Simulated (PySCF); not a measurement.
Start geometry of `CC(C)(C)NCC(F)(F)F` from GFN2-xTB (Å):
```
atom  x, y, z in Å
C1    -1.0349   -1.2439   -0.9166
C2    -0.8952   -0.0378    0.0154
C3    -1.8245   -0.2196    1.2187
C4    -1.2638    1.2529   -0.7312
N5     0.4600   -0.0059    0.5667
C6     1.5663    0.1256   -0.3479
C7     2.8610   -0.0323    0.4336
F8     3.0115    0.9239    1.3649
F9     2.9485   -1.2037    1.0688
F10    3.9358    0.0512   -0.3697
H11   -0.6326   -2.1295   -0.4325
H12   -0.5129   -1.0841   -1.8570
H13   -2.0839   -1.4146   -1.1417
H14   -2.8538   -0.3371    0.8924
H15   -1.7692    0.6423    1.8799
H16   -1.5279   -1.1027    1.7772
H17   -2.3010    1.2122   -1.0523
H18   -0.6412    1.3869   -1.6132
H19   -1.1390    2.1179   -0.0820
H20    0.5168    0.7068    1.2873
H21    1.5349   -0.6818   -1.0830
H22    1.6345    1.0926   -0.8783
```

Question: What comes out of this run: PBE0-D3(BJ)/def2-SVP geometry optimisation, gas phase (PySCF)?

Answer: 
```
atom  x, y, z in Å
C1    -1.1341   -1.1615   -0.8666
C2    -0.8878    0.0698    0.0058
C3    -1.8787    0.0669    1.1673
C4    -1.0691    1.3474   -0.8241
N5     0.4431   -0.0245    0.6092
C6     1.5878    0.0681   -0.2477
C7     2.8119   -0.4600    0.4620
F8     3.0276    0.2077    1.6048
F9     2.7086   -1.7513    0.7650
F10    3.9008   -0.3074   -0.3001
H11   -0.9570   -2.0780   -0.2853
H12   -0.4756   -1.1819   -1.7488
H13   -2.1698   -1.1694   -1.2376
H14   -2.9154    0.1027    0.8022
H15   -1.7222    0.9431    1.8181
H16   -1.7485   -0.8395    1.7766
H17   -2.0910    1.4183   -1.2274
H18   -0.3754    1.3763   -1.6790
H19   -0.8863    2.2425   -0.2077
H20    0.5271    0.6374    1.3766
H21    1.4500   -0.5611   -1.1387
H22    1.8470    1.0853   -0.6081
```

The energy falls by 1.7 kcal/mol over 14 energy and gradient evaluations, the largest force component goes from 0.0170 to 1.2e-04 Eh/bohr, and the atoms move by 0.186 Å rms after alignment. Among the bonds, C1–H12, C1–H13, C3–H14, C3–H15, C3–H16 and C4–H17 change most and about equally (+0.014 to +0.015 Å). Bonds longer at the end by more than 0.005 Å: 10 of 21; shorter: 4. Among the angles that change most is H21–C6–H22, from 109.0° to 106.9°. Among the dihedrals that turn most is C2–N5–C6–H21, from -57° to -46°. Rotational constants go from 2468, 646.8, 645.2 to 2461, 653.8, 652.4 MHz. The orientation of the end geometry is arbitrary; only internal coordinates are fixed.

The run used 200 basis functions and 86 SCF cycles in all.

Not checked by PBE0-D3(BJ)/def2-SVP frequencies. One conformer, not necessarily the lowest.
